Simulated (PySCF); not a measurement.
Compound: C6H5ClFNO.
Cartesian coordinates in Å at the PBE0-D3(BJ)/def2-SVP level; atoms count from 1:
```
atom  x, y, z in Å
N1    -1.6779    2.1454   -2.4694
C2    -0.9486    1.7852   -1.6454
C3    -0.0487    1.2756   -0.6300
C4     1.0399    0.3011   -1.1807
O5     2.1550    0.4563   -1.5527
C6     0.1772   -0.8940   -0.7974
F7     0.7692   -1.9948   -0.2944
C8    -0.5871    0.0428    0.1614
C9    -2.0723   -0.1474    0.3161
Cl10  -2.7579    1.1206    1.3648
H11    0.3559    2.1019   -0.0272
H12   -0.4607   -1.1689   -1.6608
H13   -0.0897    0.0226    1.1431
H14   -2.2924   -1.1209    0.7750
H15   -2.5870   -0.0831   -0.6537
```

Computed with PySCF at PBE0/def2-SVPD, non-relativistic, on one gas-phase PBE0-D3(BJ)/def2-SVP geometry that isn't relaxed in the solvent. The solvent is an IEF-PCM continuum (van der Waals radii × 1.2), and excitations are vertical TDDFT with non-equilibrium linear response and a frozen core. Only the electrostatic response of the medium enters.

```json
{"run": "gas", "E − E(gas) (kcal/mol)": "0.00", "HOMO (eV)": "-8.42", "HOMO–LUMO gap (eV)": "6.23", "dipole (D)": "2.77", "lowest singlet (eV)": "4.13", "static polarisability (au)": "87.5"}
{"run": "P", "E − E(gas) (kcal/mol)": "-11.52", "HOMO (eV)": "-8.17", "HOMO–LUMO gap (eV)": "6.34", "dipole (D)": "3.68", "lowest singlet (eV)": "4.24", "static polarisability (au)": "115.8"}
{"run": "Q", "E − E(gas) (kcal/mol)": "-11.95", "HOMO (eV)": "-8.17", "HOMO–LUMO gap (eV)": "6.35", "dipole (D)": "3.72", "lowest singlet (eV)": "4.25", "static polarisability (au)": "117.1"}
```

The runs were made in acetone and acetonitrile. Which run belongs to which solvent?

P = acetone, Q = acetonitrile. The dielectric constants are 20.49 (acetone), 35.69 (acetonitrile), and the energy falls further as ε rises. The optical constants n² used for the excitations are 1.85, 1.81 in the same order. In this model the ground state sees the solvent through ε alone.

How constant is the ratio of the lowering to (ε − 1)/(2ε + 1)?

```tsv
solvent	(ε − 1)/(2ε + 1)	E − E(gas) (kcal/mol)	ratio (kcal/mol)	polarisation term (kcal/mol)
acetone	0.464	-11.52	-24.8	-13.91
acetonitrile	0.479	-11.95	-24.9	-14.54
```

The ratio changes by +0.5 % in size from acetone to acetonitrile. The polarisation term is half the interaction of the solute with the induced surface charges.
